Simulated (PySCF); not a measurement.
Level of theory: PBE0 in PySCF with Se def2-SVP, Cl def2-SVP; no relativity; density-fitted integrals. Open shells, if any, are unrestricted.

**Question.** What shape and geometry does isolated singlet SeCl₄ take (every ligand bound to Se)?

**Answer.** Counting electrons, selenium keeps 2 of its valence electrons outside its bonds, so the VSEPR class is AX4E1 and the expected shape is see-saw (C2v), as computed. The lowest minimum found is a singlet of C2v symmetry with Se–Cl 2.166 Å (×2), Se–Cl 2.329 Å (×2); Cl–Se–Cl 91.1° (×4), Cl–Se–Cl 102.4°, Cl–Se–Cl 176.4°. Its harmonic wavenumbers are 86 (a1), 122 (b1), 169 (a2), 178 (a1), 196 (b2), 283 (a1), 344 (b2), 394 (b1), 405 (a1) cm⁻¹ and its dipole moment is 0.03 D.
